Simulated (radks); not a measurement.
Q: Radial electron density D(r) = 4 pi r^2 rho(r) of an atom or ion with 16 electrons. Method: scalar-relativistic Kohn-Sham, r2SCAN, spin-unpolarised, spherical densities, finite nucleus; meta-GGA in the generalised Kohn-Sham scheme; Fermi nuclear charge, rms radius of each element as measured or else 0.836 A^(1/3) + 0.57 fm; computed with a radial shooting solver on a logarithmic mesh with Libxc functionals.

```
   r/bohr * D(r) (the largest magnitude, 21, reaches the edge; | marks zero)
  0.01589 |                  *
  0.02189 |                           *
   0.0299 |                                      *
  0.04118 |                                                 *
  0.05671 |                                                      *
  0.07748 |                                                  *
   0.1067 |                                         *
   0.1469 |                                     *
   0.2007 |                                            *
   0.2764 |                                                      *
   0.3807 |                                               *
   0.5201 |                         *
   0.7162 |           *
   0.9863 |           *
    1.347 |          *
    1.856 |    *
    2.535 |*
    3.491 *
    4.808 *
    6.568 *
    9.045 *
    12.46 *
    17.02 *
    23.43 *
    32.27 *
```

What is the nuclear charge?

A: Z = 18. The innermost maximum, from 1s, lies near gamma/Z bohr with gamma = sqrt(1 - (Z/c)^2) = 0.991, here 0.0551 bohr (found: 0.0586), and its height grows with Z. The density is that of the argon ion Ar2+ in [Ne] 3s2 3p3 7d1; the configuration itself is not fixed sharply by these data, and Z only to about a unit. D(r) has 6 maxima, at r = 0.0586, 0.292, 1.13, 7.12, 12.7, 22.5 bohr, and minima at 0.141, 0.827 bohr, inside which lie 2.17, 10.40 electrons.
